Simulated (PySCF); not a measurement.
## Rh: interval between two levels

Rh [Kr] 4d8 5s1 [4F9/2, M_J = 9/2] → Rh [Kr] 4d8 5p1 [4G11/2, M_J = 11/2], as a difference of total energies. Calculation: PySCF 2.14, in x2c-SVPall-2c with one added diffuse shell each of s, p, d type (7s9p7d1f, 76 functions); the two-component X2C-1e Hamiltonian. Correlated levels: [Ar] 3d10 frozen; the 6 highest virtual spinors dropped. "Screened" scales the spin-orbit matrix elements by Boettger's factors to mimic the two-electron term; Breit and QED terms are absent.

| method | interval between two levels (cm⁻¹) |
| --- | --- |
| GHF (spin-free) | 24088 |
| GMP2 (spin-free) | 27793 |
| GHF (screened spin-orbit) | 24287 |
| GMP2 (screened spin-orbit) | 28057 |

The labels give the starting determinants; with spin-orbit coupling the two ends relaxed to ⟨J²⟩ = 24.76, ⟨L²⟩ = 12.05, ⟨S²⟩ = 3.75 and ⟨J²⟩ = 35.80, ⟨L²⟩ = 20.09, ⟨S²⟩ = 3.76.
